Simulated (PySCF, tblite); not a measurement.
Compound: C2H11ClOSi3.
Structure used (GFN2-xTB), in Å, numbered top down from 1:
```
atom  x, y, z in Å
Si1    2.8221    0.2024    0.1480
O2     1.2094    0.0262    0.1150
C3     0.2762    0.7540   -0.6206
C4    -1.0908    0.1934   -0.2929
Si5   -1.5180    0.4972    1.5459
Si6   -1.2368   -1.6153   -0.8961
Cl7   -2.2903    1.1371   -1.2458
H8     3.1990    1.5432    0.6063
H9     3.1407   -0.8528    1.0948
H10    3.4051    0.0014   -1.1824
H11    0.3412    1.8199   -0.3592
H12    0.4930    0.6672   -1.6951
H13   -0.6041   -0.2608    2.3938
H14   -2.9001    0.0612    1.7310
H15   -1.3976    1.9352    1.7912
H16   -0.3120   -2.4580   -0.1450
H17   -2.6238   -2.0183   -0.6749
H18   -0.9220   -1.6268   -2.3258
```

Theory: PBE0/def2-SVPD in PySCF (dipole) on a GFN2-xTB geometry, gas phase.

Take the most abundant isotopes and a rigid rotor. The values belong to one conformer with, in the numbering `[SiH3:1][O:2][CH2:3][C:4]([SiH3:5])([SiH3:6])[Cl:7]`, Si1–O2–C3–C4 180°, O2–C3–C4–Si5 65°.

(1) Give the principal moments of inertia and the rotational constants in MHz.

(2) Classify the top.

(3) Is it planar, by Δ = Ic − Ia − Ib?

(4) Predict some low-J microwave lines.

(5) Estimate the classical rotational partition function at 10 K, 50 K and 298.15 K.

Answers

(1) Ia = 311.78, Ib = 722.21, Ic = 764.96 u·Å²; 505379 MHz·u·Å²/I gives A = 1621, B = 699.8, C = 660.7 MHz.

(2) A near-prolate asymmetric top; Ray's κ = -0.919.

(3) Not planar: Δ = Ic − Ia − Ib = -269.03 u·Å². For a rigid frame Δ = −2 Σ m c², so Σ m c² = 134.52 u·Å² lies off the ab plane: 20.93 from hydrogen and 113.58 from heavier atoms. The atom farthest from that plane is 1.98 Å away.

(4) The dipole components are |μa| = 1.60 D, |μb| = 0.00 D, |μc| = 0.07 D; the mirror of this Cs structure is the ac plane, so μb vanishes by symmetry and there are no b-type lines. Intensities carry the squares of the components, which stand as 1.00 : 0.00 (a : c). Some lines, for components of 0.1 D or more:

```tsv
type	branch	J(Ka,Kc)	MHz	lower level (cm⁻¹)
a	Q	4(1,3) ← 4(1,4)	391	0.479
a	R	1(0,1) ← 0(0,0)	1360	0.000
a	R	2(1,2) ← 1(1,1)	2682	0.076
a	R	2(0,2) ← 1(0,1)	2720	0.045
a	R	2(1,1) ← 1(1,0)	2760	0.077
a	R	3(1,3) ← 2(1,2)	4022	0.166
a	R	3(2,2) ← 2(2,1)	4081	0.262
a	R	3(1,2) ← 2(1,1)	4139	0.169
a	R	4(1,4) ← 3(1,3)	5361	0.300
a	R	4(0,4) ← 3(0,3)	5430	0.272
a	R	4(2,3) ← 3(2,2)	5441	0.398
a	R	4(3,2) ← 3(3,1)	5444	0.555
a	R	4(3,1) ← 3(3,0)	5444	0.555
a	R	4(2,2) ← 3(2,1)	5453	0.398
a	R	4(1,3) ← 3(1,2)	5517	0.308
```

(5) Point group Cs, symmetry number σ = 1; q = (√π/σ)·√((kT/h)³/(ABC)), k/h = 20836.6 MHz/K: 6160 at 10 K, 68900 at 50 K, 1000000 at 298.15 K.

Its GFN2-xTB frequencies are all real (lowest 17 cm⁻¹). These are rigid-rotor constants of the computed structure; measured ground-state constants (B0) also hold zero-point vibration. A rigid rotor knows nothing of internal rotation, which can split or shift real lines. Quadrupole hyperfine structure (35Cl) is left out.

On one thread, Intel Xeon at 2.70 GHz (x86_64) (shared host), this took 1.8 min of wall time (grids of density and orbitals included) and 0.98 GiB of memory at its peak. This is the PBE0/def2-SVPD job that gave the dipole, with the excitations it also computed.
